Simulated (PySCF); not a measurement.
C4H4ClF, SMILES F[C@H]1C=C(Cl)C1.

Geometry: TPSSh-D3(BJ)/def2-SVP. The structure was generated by enumeration; whether it is a known compound was not checked.

Method: TDA-PBE/def2-SVPD run with PySCF.

Vertical excitations. Isolated molecule, no solvent.

Computed lowest excited states:
| state | energy (eV) | λ (nm) | f | main pairs |
|---|---|---|---|---|
| S1 | 6.06 | 205 | 0.027 | HOMO−1→LUMO 79 %, HOMO→LUMO 17 % |
| S2 | 6.38 | 194 | 0.100 | HOMO→LUMO 31 %, HOMO→LUMO+1 23 %, HOMO−1→LUMO 15 %, HOMO−3→LUMO 14 % |
| S3 | 6.52 | 190 | 0.036 | HOMO→LUMO+1 62 %, HOMO−3→LUMO 15 %, HOMO→LUMO 10 % |
| S4 | 6.59 | 188 | 0.002 | HOMO−2→LUMO 86 % |
| S5 | 6.67 | 186 | 0.048 | HOMO−3→LUMO 58 %, HOMO→LUMO+2 25 %, HOMO→LUMO 10 % |
| S6 | 6.76 | 183 | 0.045 | HOMO→LUMO+2 70 %, HOMO−3→LUMO 11 % |
| S7 | 7.14 | 174 | 0.013 | HOMO→LUMO+3 96 % |
| S8 | 7.50 | 165 | 0.011 | HOMO→LUMO+4 99 % |
| S9 | 7.67 | 162 | 0.004 | HOMO−1→LUMO+1 76 % |
| S10 | 7.84 | 158 | 0.005 | HOMO−1→LUMO+2 91 % |
| T1 | 4.13 | 300 | 0 | HOMO→LUMO 97 % |
| T2 | 5.95 | 208 | 0 | HOMO−1→LUMO 99 % |
| T3 | 6.05 | 205 | 0 | HOMO→LUMO+1 92 % |
| T4 | 6.25 | 198 | 0 | HOMO−2→LUMO 92 % |
Triplets are in the Tamm–Dancoff approximation.
